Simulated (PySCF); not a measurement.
# Radial density of C- (carbon, charge -1)

UHF, [He] 2s2 2p3, high-spin 4S determinant. All numbers are calculated (PySCF 2.14, scalar relativity by spin-free X2C-1e, in aug-cc-pCVQZ-DK (9s8p6d4f2g, 109 functions)).

```csv
r (bohr),4πr²ρ (e/bohr),4πr²(ρα − ρβ)
0.00413,0.02701,0.0000
0.00695,0.07276,0.0000
0.0117,0.1927,0.0001
0.0197,0.4925,0.0002
0.0331,1.183,0.0005
0.0556,2.552,0.0015
0.0936,4.606,0.0052
0.157,6.187,0.0226
0.265,5.143,0.0967
0.445,2.266,0.3577
0.749,1.706,0.9086
1.26,2.487,1.3213
2.12,1.578,0.9193
3.57,0.4060,0.2888
6.00,0.04290,0.0379
10.1,0.001361,0.0013
```

Densities and radii are taken from the X2C orbitals without a picture-change correction, which distorts them close to the nucleus.
